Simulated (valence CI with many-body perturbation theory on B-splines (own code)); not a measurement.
**E1 transitions of Tm LXII**

Method: valence CI with perturbative core correlation (CI+MBPT): six valence electrons over a frozen Dirac-Fock core [He], radial functions for each j: 9 s, 9 p, 8 d, 6 f, 3 g, 1 h, with the one-electron correlation potential Σ1 (screened to all orders), the two-electron term Σ2, the three-electron term Σ3, Breit, model QED; selected single and double excitations, second order for the rest, scaled by the run's own slope (own B-spline code, finite nucleus).

The last digits are not significant, and no measured levels were compared; by estimate large intervals hold to a few tenths of a per cent, small ones and those within an open d or f shell to about a per cent. Among the levels kept, up to 2100 cm⁻¹ of a level comes from second order outside the variational space, and about a tenth of that is noise between levels of different J, which matters for small intervals.

Lines 1 to 50 of 190 in falling wavelength, among levels below 8995.9 eV, chosen from the strongest by gf and those to the six lowest levels. Wavelengths and rates use the calculated energies. Electric multipoles are in the length gauge with retardation, E1 and E2 with the static RPA response of the core. Weak lines are less certain than strong ones. Lines between different terms over intervals too small for the method are left out, as are lines whose strength nearly cancels. The highest levels of a list are the least certain.

Levels are named by their leading jj configuration (3d3/2^4 stands for four electrons in 3d with j = 3/2), which in mixed levels can hold well under half, so a name can repeat and another be missing. Letters in brackets count levels of one name in rising energy.

```
λ vac (nm)                               Upper                               Lower   A (s⁻¹)  log gf  Branch %
     13.50      (2s 2p1/2^2 2p3/2^2 3p1/2) J=3     (2s 2p1/2^2 2p3/2^2 3s) J=2 [a]  4.57e+09   -1.06       0.0
     12.45      (2s^2 2p1/2 2p3/2^2 3p1/2) J=3     (2s^2 2p1/2 2p3/2^2 3s) J=2 [b]  6.07e+09   -1.01       0.5
     12.11  (2s^2 2p1/2 2p3/2^2 3p1/2) J=1 [b]     (2s^2 2p1/2 2p3/2^2 3s) J=1 [b]  8.03e+09   -1.28       0.7
     12.09      (2s^2 2p1/2^2 2p3/2 3p1/2) J=2         (2s^2 2p1/2^2 2p3/2 3s) J=1  6.06e+09   -1.18       0.4
     11.96  (2s^2 2p1/2 2p3/2^2 3p1/2) J=2 [a]     (2s^2 2p1/2 2p3/2^2 3s) J=1 [a]  4.86e+09   -1.28       0.5
     11.73  (2s^2 2p1/2 2p3/2^2 3p1/2) J=1 [b]         (2s^2 2p1/2 2p3/2^2 3s) J=0  4.51e+09   -1.55       0.4
     11.61  (2s^2 2p1/2 2p3/2^2 3p1/2) J=1 [a]     (2s^2 2p1/2 2p3/2^2 3s) J=2 [a]  1.14e+10   -1.16       2.2
     11.54      (2s^2 2p1/2 2p3/2^2 3p1/2) J=3         (2s^2 2p1/2 2p3/2^2 3s) J=3  6.33e+09   -1.05       0.5
     11.35      (2s^2 2p1/2^2 2p3/2 3p1/2) J=1         (2s^2 2p1/2^2 2p3/2 3s) J=2  1.24e+10   -1.14       1.3
     11.18      (2s^2 2p1/2^2 2p3/2 3p1/2) J=2         (2s^2 2p1/2^2 2p3/2 3s) J=2  8.29e+09   -1.11       0.5
     10.80  (2s^2 2p1/2 2p3/2^2 3p1/2) J=2 [a]     (2s^2 2p1/2 2p3/2^2 3s) J=2 [a]  7.40e+09   -1.19       0.8
     10.47      (2s 2p1/2^2 2p3/2^2 3p1/2) J=2         (2s 2p1/2^2 2p3/2^2 3s) J=3  1.49e+10   -0.91       0.0
     10.43      (2s^2 2p1/2^2 2p3/2 3d3/2) J=3      (2s^2 2p1/2^2 2p3/2 3p3/2) J=3  2.98e+09   -1.47       0.0
     10.35      (2s 2p1/2^2 2p3/2^2 3p1/2) J=3         (2s 2p1/2^2 2p3/2^2 3s) J=3  9.49e+09   -0.97       0.0
     9.215  (2s^2 2p1/2 2p3/2^2 3p1/2) J=2 [b]     (2s^2 2p1/2 2p3/2^2 3s) J=2 [b]  6.02e+09   -1.42       0.3
     8.706  (2s^2 2p1/2 2p3/2^2 3p1/2) J=2 [b]         (2s^2 2p1/2 2p3/2^2 3s) J=3  2.18e+10   -0.91       1.1
     8.535      (2s^2 2p1/2 2p3/2^2 3p1/2) J=0     (2s^2 2p1/2 2p3/2^2 3s) J=1 [b]  3.87e+10   -1.37       2.0
     7.975  (2s^2 2p1/2 2p3/2^2 3p1/2) J=2 [b]     (2s^2 2p1/2 2p3/2^2 3s) J=1 [a]  5.49e+09   -1.58       0.3
     7.246      (2s^2 2p1/2^2 2p3/2 3d5/2) J=2      (2s^2 2p1/2^2 2p3/2 3p3/2) J=2  1.89e+10   -1.13       0.0
     7.149      (2s^2 2p1/2^2 2p3/2 3d5/2) J=1      (2s^2 2p1/2^2 2p3/2 3p3/2) J=0  2.80e+10   -1.19       0.0
     6.664      (2s^2 2p1/2^2 2p3/2 3d5/2) J=3      (2s^2 2p1/2^2 2p3/2 3p3/2) J=2  5.65e+10   -0.58       0.0
     6.631      (2s^2 2p1/2^2 2p3/2 3d5/2) J=4      (2s^2 2p1/2^2 2p3/2 3p3/2) J=3  6.89e+10   -0.39      62.5
     6.282      (2s^2 2p1/2^2 2p3/2 3d5/2) J=2      (2s^2 2p1/2^2 2p3/2 3p3/2) J=1  4.89e+10   -0.84       0.0
     5.830      (2s^2 2p1/2^2 2p3/2 3d5/2) J=3      (2s^2 2p1/2^2 2p3/2 3p3/2) J=3  1.58e+10   -1.25       0.0
     5.546      (2s^2 2p1/2^2 2p3/2 3d5/2) J=1      (2s^2 2p1/2^2 2p3/2 3p3/2) J=1  5.36e+10   -1.13       0.0
     3.851      (2s 2p1/2^2 2p3/2^2 3p1/2) J=2  (2s^2 2p1/2 2p3/2^2 3p1/2) J=1 [a]  2.45e+10   -1.57       0.0
     3.564            (2s 2p1/2^2 2p3/2^3) J=2            (2s^2 2p1/2 2p3/2^3) J=2  3.42e+10   -1.49       0.6
     3.383            (2s 2p1/2^2 2p3/2^3) J=2            (2s^2 2p1/2 2p3/2^3) J=1  4.23e+10   -1.44       0.8
     3.319              (2s 2p1/2 2p3/2^4) J=1                  (2s^2 2p3/2^4) J=0  5.03e+10   -1.60       0.4
     3.311  (2s^2 2p1/2 2p3/2^2 3p3/2) J=1 [a]     (2s^2 2p1/2 2p3/2^2 3s) J=2 [b]  1.59e+11   -1.11       0.2
     3.191  (2s^2 2p1/2 2p3/2^2 3p3/2) J=2 [a]     (2s^2 2p1/2 2p3/2^2 3s) J=1 [a]  3.23e+11   -0.61       3.3
     3.186      (2s^2 2p1/2 2p3/2^2 3p3/2) J=0     (2s^2 2p1/2 2p3/2^2 3s) J=1 [a]  7.16e+11   -0.96      39.2
     3.173  (2s^2 2p1/2 2p3/2^2 3p3/2) J=2 [b]     (2s^2 2p1/2 2p3/2^2 3s) J=1 [b]  1.96e+11   -0.83       4.5
     3.171      (2s^2 2p1/2^2 2p3/2 3p3/2) J=1         (2s^2 2p1/2^2 2p3/2 3s) J=1  6.03e+11   -0.56      39.1
     3.171  (2s^2 2p1/2 2p3/2^2 3p3/2) J=3 [b]     (2s^2 2p1/2 2p3/2^2 3s) J=2 [b]  3.22e+11   -0.47      15.8
     3.170  (2s^2 2p1/2 2p3/2^2 3p3/2) J=1 [b]     (2s^2 2p1/2 2p3/2^2 3s) J=2 [b]  2.00e+11   -1.04       0.3
     3.136  (2s^2 2p1/2 2p3/2^2 3p3/2) J=1 [a]     (2s^2 2p1/2 2p3/2^2 3s) J=1 [a]  7.43e+10   -1.48       0.1
     3.116      (2s^2 2p1/2 2p3/2^2 3p3/2) J=4         (2s^2 2p1/2 2p3/2^2 3s) J=3  7.92e+11    0.02      41.0
     3.108  (2s^2 2p1/2 2p3/2^2 3p3/2) J=3 [b]         (2s^2 2p1/2 2p3/2^2 3s) J=3  4.51e+11   -0.34      22.1
     3.108      (2s^2 2p1/2^2 2p3/2 3p3/2) J=3         (2s^2 2p1/2^2 2p3/2 3s) J=2  7.97e+11   -0.09      53.0
     3.105      (2s^2 2p1/2^2 2p3/2 3p3/2) J=1         (2s^2 2p1/2^2 2p3/2 3s) J=2  1.42e+11   -1.21       9.2
     3.105      (2s^2 2p1/2^2 2p3/2 3d3/2) J=2      (2s^2 2p1/2^2 2p3/2 3p1/2) J=2  2.66e+11   -0.72       0.3
     3.102  (2s^2 2p1/2 2p3/2^2 3p3/2) J=2 [a]     (2s^2 2p1/2 2p3/2^2 3s) J=2 [a]  2.71e+11   -0.71       2.8
     3.092      (2s^2 2p1/2^2 2p3/2 3d3/2) J=2      (2s^2 2p1/2^2 2p3/2 3p1/2) J=1  2.79e+11   -0.70       0.3
     3.089  (2s^2 2p1/2 2p3/2^2 3p3/2) J=3 [a]     (2s^2 2p1/2 2p3/2^2 3s) J=2 [a]  8.32e+11   -0.08      37.2
     3.070     (2s 2p1/2^2 2p3/2^2 3s) J=2 [b]         (2s^2 2p1/2 2p3/2^2 3s) J=3  3.29e+10   -1.63       0.1
     3.047      (2s^2 2p1/2^2 2p3/2 3d3/2) J=3      (2s^2 2p1/2^2 2p3/2 3p1/2) J=2  5.68e+11   -0.26       3.7
     3.034  (2s^2 2p1/2 2p3/2^2 3p3/2) J=2 [c]     (2s^2 2p1/2 2p3/2^2 3s) J=1 [b]  6.33e+11   -0.36      33.5
     3.023      (2s^2 2p1/2^2 2p3/2 3d3/2) J=1      (2s^2 2p1/2^2 2p3/2 3p1/2) J=2  1.07e+11   -1.36       0.0
     3.017  (2s^2 2p1/2 2p3/2^2 3p3/2) J=1 [d]     (2s^2 2p1/2 2p3/2^2 3s) J=1 [b]  3.21e+11   -0.88       4.4
```

(1) How does gf follow from A for the line at 3.047 nm?

Results:

(1) gf = 1.4992 × (2J+1)_upper × A / σ², with σ = 3281948 cm⁻¹ and 2J+1 = 7: gf = 0.553.
